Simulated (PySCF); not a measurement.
Ionisation energy of Ca²⁺ by level of theory

Ca²⁺ [Ar] (1S) → Ca³⁺ [Ne] 3s2 3p5 (2P), as a difference of total energies. All numbers are calculated (PySCF 2.14, the non-relativistic Hamiltonian (point nucleus), in pcseg-2 (6s4p3d, 33 functions)). Correlated levels: valence: [Ne] 3s2 frozen. The calculations carry no spin-orbit coupling.

```
           method  ionisation energy (eV)
              UHF                  49.696
           M06-2X                  51.021
              LDA                  51.166
    MP2 (valence)                  50.875
SCS-MP2 (valence)                  50.808
   CCSD (valence)                  50.852
CCSD(T) (valence)                  50.867
```

Problem. How much does correlation contribute at CCSD(T) (valence)?

Solution. 50.867 − (49.696) = 1.171 eV, measured against UHF.

These non-relativistic numbers lack the scalar-relativistic shift.

The reference lies between the lowest fine-structure levels, while these numbers refer to the centres of the terms.

Errors of the correlated levels include the incompleteness of this basis and the frozen core.

For comparison: 50.913 eV (measured; NIST Atomic Spectra Database, ionization energies).
